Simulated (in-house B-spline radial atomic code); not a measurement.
Configurations of the sulfur ion S³⁺, with energies counted from [Ne] 3s2 3p1. Level of theory: scalar-relativistic (X2C) BHandHLYP, spin-polarised, spherical fractional occupations, Fermi nucleus of rms radius 3.2611 fm; calculated with a radial B-spline atomic code at the basis-set limit. Shells without spins written out take the highest spin.

Caution: exact exchange at fractional occupations of open shells leaves self-interaction of up to several eV.

Occupations are held fixed; configurations that lie above the ionisation limit could autoionise.

| configuration | E - E(ref) (eV) | highest orbital | its <r> (bohr) |
| --- | --- | --- | --- |
| [Ne] 3s1 3p2 | 8.8149 | 3p up | 1.653 |
| [Ne] 3s1 3p1 3d1 | 28.433 | 3d up | 2.005 |
| [Ne] 3s1 3p1 4f1 | 44.669 | 4f up | 4.454 |
| [Ne] 3s(0 up, 1 down) 3p(1 up, 0 down) 4d(0 up, 1 down) | 44.751 | 4d down | 4.517 |
| [He] 2s2 2p(3 up, 2 down) 3s2 3p(2 up, 0 down) | 175.2 | 3p up | 1.554 |
| [He] 2s2 2p5 3s2 3p1 3d1 | 196.27 | 3d up | 1.837 |

Task: Order these further configurations by energy, lowest first.
A. [He] 2s2 2p5 3s2 3p1 4s1
B. [Ne] 3s2 4p(0 up, 1 down)
C. [He] 2s2 2p5 3s2 3p1 4f1
D. [Ne] 3s1 3p1 4d1
E. [Ne] 3s2 3d1

Result: E (17.143 eV), B (24.928 eV), D (42.483 eV), A (201.6 eV), C (214.6 eV).

Task: How far above the reference does [Ne] 3s2 4d(0 up, 1 down) lie?

Result: 30.056 eV; its least bound orbital is 4d down with <r> = 4.559 bohr.

Task: How far above the reference does [Ne] 3s1 3p1 4p1 lie?

Result: 37.342 eV; its least bound orbital is 4p up with <r> = 3.779 bohr.
